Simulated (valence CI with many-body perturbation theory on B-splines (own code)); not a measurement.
**Energy levels of Br V**

Computed by configuration interaction combined with many-body perturbation theory (CI+MBPT): three valence electrons over a frozen Dirac-Fock core [Ar] 3d10, radial functions for each j: 11 s, 11 p, 9 d, 7 f, 5 g, 2 h, 1 i, with the one-electron correlation potential Σ1 (screened to all orders), the two-electron term Σ2, the three-electron term Σ3, Breit, model QED; selected single and double excitations, second order for the rest, scaled by the run's own slope (own B-spline code, finite nucleus).

Against 8 measured levels this calculation errs by 79 cm⁻¹ on average and by 220 at most. These come from a selection out of Moore, Atomic Energy Levels, vol. II, NSRDS-NBS 35 (1971 reprint of NBS Circular 467, 1952), an old analysis. Levels without a partner in it may be off by more.

Levels 46 to 73 of 73, with energies above the lowest level, 4s2 4p 2P°_1/2. "Leading %" is the weight of the configuration and term that name the level; weights of strongly mixed levels are sums over their largest components and can fall short. In the jj column 3d3/2^4 stands for four electrons in 3d with j = 3/2.

```tsv
No.	Configuration	Term	J	E (cm⁻¹)	Leading %	Second component	Leading jj	g
46	4s 4p 5s	2P°	1/2	327240	60	30 % 4s 4p 4d 2P°	4s 4p1/2 5s (48 %)	0.675
47	4s 4p 5s	2P°	3/2	330050	78	8 % 4s 4p 4d 2P°	4s 4p3/2 5s (76 %)	1.333
48	4s 4p 4d	2F°	7/2	335020	71	17 % 4s2 4f 2F°	4s 4p3/2 4d5/2 (37 %)	1.144
49	4s 4p 4d	2F°	5/2	335700	70	16 % 4s2 4f 2F°	4s 4p3/2 4d3/2 (54 %)	0.863
50	4s 4p 4d	2D°	3/2	338160	72	11 % 4s 4p 4d 2P°	4s 4p3/2 4d3/2 (36 %)	0.887
51	4s 4p 4d	2P°	1/2	338600	86	4 % 4s2 6p 2P°	4s 4p3/2 4d3/2 (62 %)	0.665
52	4s 4p 4d	2D°	5/2	339320	85	9 % 4p3 2D°	4s 4p3/2 4d5/2 (60 %)	1.194
53	4s 4p 4d	2P°	3/2	339700	74	9 % 4s 4p 4d 2D°	4s 4p3/2 4d5/2 (45 %)	1.264
54	4s2 6p	2P°	1/2	345660	87	4 % 4s 4p 5s 2P°	4s^2 6p1/2 (87 %)	0.666
55	4s2 6p	2P°	3/2	346720	86	7 % 4s 4p 5s 2P°	4s^2 6p3/2 (86 %)	1.334
56	4s 4p 5p	4D	1/2	354230	71	24 % 4s 4p 5p 2P	4s 4p1/2 5p1/2 (93 %)	0.192
57	4s 4p 5p	4D	3/2	356000	78	17 % 4s 4p 5p 2P	4s 4p1/2 5p1/2 (60 %)	1.232
58	4s 4p 5p	2P	1/2	358550	67	23 % 4s 4p 5p 4D	4s 4p1/2 5p3/2 (56 %)	0.644
59	4s 4p 5p	2P	3/2	358590	54	18 % 4s 4p 5p 4P	4s 4p1/2 5p3/2 (65 %)	1.417
60	4s 4p 5p	4D	5/2	358800	89	7 % 4s 4p 5p 4P	4s 4p1/2 5p3/2 (57 %)	1.386
61	4s 4p 5p	4P	1/2	360050	89		4s 4p1/2 5p1/2 (58 %)	2.511
62	4s 4p 5p	4P	3/2	361970	69	15 % 4s 4p 5p 2P	4s 4p3/2 5p1/2 (44 %)	1.625
63	4s 4p 5p	4D	7/2	362700	97		4s 4p3/2 5p3/2 (97 %)	1.429
64	4s 4p 5p	4P	5/2	364240	85	7 % 4s 4p 5p 4D	4s 4p3/2 5p1/2 (48 %)	1.563
65	4s 4p 5s	2P°	1/2	365340	90	4 % 4s2 6p 2P°	4s 4p3/2 5s (64 %)	0.668
66	4s 4p 5s	2P°	3/2	365480	90		4s 4p3/2 5s (67 %)	1.335
67	4s 4p 5p	2D	3/2	366010	67	25 % 4s 4p 5p 4S	4s 4p1/2 5p3/2 (47 %)	1.138
68	4s 4p 5p	4S	3/2	367330	61	21 % 4s 4p 5p 2D	4s 4p3/2 5p3/2 (68 %)	1.656
69	4s2 5f	2F°	7/2	368920	90	5 % 4s 4p 4d 2F°	4s^2 5f7/2 (90 %)	1.143
70	4s2 5f	2F°	5/2	369000	90	5 % 4s 4p 4d 2F°	4s^2 5f5/2 (90 %)	0.857
71	4s 4p 5p	2D	5/2	369610	85	6 % 4s2 6d 2D	4s 4p3/2 5p3/2 (58 %)	1.223
72	4s2 5g	2G	7/2	369910	96		4s^2 5g7/2 (96 %)	0.889
73	4s2 5g	2G	9/2	369910	96		4s^2 5g9/2 (96 %)	1.111
```

Names give the largest LS component (configuration and term), which can be under half, so a name can repeat, a term be missing and a line seem to break the LS rules; names also repeat where a configuration has a term twice.

Where two levels of one J and parity lie close, their mixing, g and order are uncertain.
